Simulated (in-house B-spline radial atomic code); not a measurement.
How numerical settings move a run on Ag IV (Ag3+), [Kr] 4d8. Computed with a B-spline radial code for spherical atoms: scalar-relativistic (X2C) PW91, spin-polarised, spherical fractional occupations, Fermi nucleus of rms radius 4.5454 fm.

Command:
```bash
python run_scf.py task.json out
```
Settings of the sound reference run:
```
Z                47
electrons        44
configuration    [Kr] 4d8
hamiltonian      x2c
method           pw91,pw91
spin_polarised   True
nucleus          fermi
rms_radius       4.5454
mass_number      107
atomic_mass      106.9051
speed_of_light   137.036
knot_spacing     0.22
spline_order     8
gauss_points     12
box_radius       16.22
max_iterations   70
damping          0.5
damped_steps     3
diis_vectors     10
tolerance        1e-08
start            Thomas-Fermi
```

Cost of the run: 0.47 s on 1 thread of Intel(R) Xeon(R) Platinum 8488C, on a shared host.

It converges in 10 iterations to -5313.489418 hartree, with 4d down at -42.956 eV. The other runs change the listed settings, some to values that make no sense; their results aren't properties of the atom or ion. Radii are in bohr (the nuclear one in fm), a minus after a letter asks for a j subshell, and «unchanged» means within 1e-8 hartree. The run stops when the residual is below 10 × tolerance × max(1, Z/10), or a noise floor if that is larger, and the energy moves by less than 1e-8 × √|E| hartree; so very loose and very tight tolerances often act alike.

| changed settings | outcome |
| --- | --- |
| knot_spacing = 1 | converged in 10 iterations, energy +2.00e+01 hartree from the reference, 4d down level -2.2e-01 eV (the program warns: 2s up reaches the box edge; 2s down reaches the box edge) |
| knot_spacing = 0.4, spline_order = 7, max_iterations = 60, damping = 0, start = bare nucleus | converged in 12 iterations, energy +2.62e-03 hartree from the reference, 4d down level -3.9e-05 eV |
| damping = 0.95 | converged in 11 iterations, energy unchanged, 4d down level +1.8e-05 eV |
| knot_spacing = 1.4 | converged in 10 iterations, energy +4.89e+01 hartree from the reference, 4d down level -3.3e+00 eV (the program warns: 3s up reaches the box edge; 3s down reaches the box edge) |
| start = bare nucleus | converged in 11 iterations, energy unchanged |
| damping = 0 | converged in 11 iterations, energy unchanged, 4d down level +1.7e-05 eV |
| knot_spacing = 0.55 | converged in 11 iterations, energy +1.92e-01 hartree from the reference, 4d down level -8.4e-03 eV |
| knot_spacing = 0.75 | converged in 10 iterations, energy +8.21e+00 hartree from the reference, 4d down level -6.3e-01 eV (the program warns: 3s up reaches the box edge; 3s down reaches the box edge) |
| hamiltonian = dirac, method = hf, spin_polarised = False, speed_of_light = 23.50167 | stopped with error: Z/c is past the critical charge |
| knot_spacing = 0.1 | converged in 10 iterations, energy -4.44e-06 hartree from the reference, 4d down level +6.5e-05 eV |
| knot_spacing = 0.4 | converged in 10 iterations, energy +1.16e-03 hartree from the reference, 4d down level +1.5e-04 eV |
| electrons = 52, configuration = [Kr] 4d8 6s2 6p6, max_iterations = 100 | converged in 13 iterations to -5313.6160 hartree, a different physical problem (warning: 6s up has a positive eigenvalue: unbound, held by the box) |
| spline_order = 7, gauss_points = 16, max_iterations = 3, diis_vectors = 20 | not converged after 3 iterations, last residual 8.9e-02, last energy +2.36e-01 hartree from the reference |
| box_radius = 8.11, first_knot = 2.13e-06, max_iterations = 100, damped_steps = 1 | converged in 8 iterations, energy +3.41e-06 hartree from the reference, 4d down level +2.5e-05 eV |

Question: What happens with knot_spacing = 0.4, max_iterations = 60, damping = 0.95?

Answer: Converged in 11 iterations, energy +1.16e-03 hartree from the reference, 4d down level +1.6e-04 eV.

Question: What happens with knot_spacing = 2?

Answer: Converged in 9 iterations, energy +1.76e+02 hartree from the reference, 4d down level -6.6e+00 eV (the program warns: 4d down reaches the box edge; 2p up reaches the box edge).

Question: What happens with max_iterations = 5, tolerance = 1e-13, start = bare nucleus?

Answer: Not converged after 5 iterations, last residual 1.8e-01, last energy +9.44e-01 hartree from the reference.

Question: What happens with damping = 0.2?

Answer: Converged in 10 iterations, energy unchanged, 4d down level -9.8e-07 eV.
